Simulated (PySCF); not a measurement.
**Electron correlation in Ne⁺ (neon, charge +1)**

[He] 2s2 2p5, 2P determinant. Computed with PySCF 2.14 in Sapporo-DZP-2012 (4s3p1d, 18 functions), with the spin-free X2C one-electron Hamiltonian (Gaussian nucleus). Frozen: 1s2; 7 electrons correlated.

MP2 pair energies summed by pair of shells (mhartree):

```tsv
pair	energy	share (%)
2p-2p	-93.57	64.0
2s-2p	-44.99	30.7
2s-2s	-7.74	5.3
```

Total MP2 correlation energy: -146.30 mhartree.

Same-spin part -38.36 and opposite-spin part -107.94 mhartree; SCS-MP2 scales them by 1/3 and 6/5 to -142.32 mhartree.

| level | correlation energy (mhartree) |
| --- | --- |
| CCSD | -156.99 |
| (T) | -1.14 |
| CCSD(T) | -158.13 |

Diagnostics: T1 = 0.0037, D1 = 0.0060, largest double amplitude 0.037.

Cost of the coupled-cluster step: 0.08 s of wall time on 1 thread of Neoverse-V2 (shared host), for 7 correlated electrons.

Iterations:

```
CC2 = 0
CCSD nocc = (np.int64(4), np.int64(3)), nmo = (17, 17)
frozen orbitals [[0], [0]]
max_cycle = 100
direct = 0
conv_tol = 1e-08
conv_tol_normt = 1e-06
diis_space = 8
diis_start_cycle = 0
Init t2, MP2 energy = -0.146300841668961
Init E_corr(UCCSD) = -0.146300841671667
cycle = 1  E_corr(UCCSD) = -0.154828470444139  dE = -0.00852762877  norm(t1,t2) = 0.0189345
cycle = 2  E_corr(UCCSD) = -0.156487435619758  dE = -0.00165896518  norm(t1,t2) = 0.00444361
cycle = 3  E_corr(UCCSD) = -0.157001303167066  dE = -0.000513867547  norm(t1,t2) = 0.0017213
cycle = 4  E_corr(UCCSD) = -0.156993061597722  dE = 8.24156934e-06  norm(t1,t2) = 0.000399398
cycle = 5  E_corr(UCCSD) = -0.156989168978816  dE = 3.89261891e-06  norm(t1,t2) = 6.19028e-05
cycle = 6  E_corr(UCCSD) = -0.156990098211483  dE = -9.29232667e-07  norm(t1,t2) = 1.06936e-05
cycle = 7  E_corr(UCCSD) = -0.156990072908784  dE = 2.53026993e-08  norm(t1,t2) = 1.4991e-06
cycle = 8  E_corr(UCCSD) = -0.156990080504922  dE = -7.59613811e-09  norm(t1,t2) = 2.35116e-07
UCCSD converged
E(UCCSD) = -128.0442419503557  E_corr = -0.1569900805049222
UCCSD(T) correction = -0.001138404393062
```
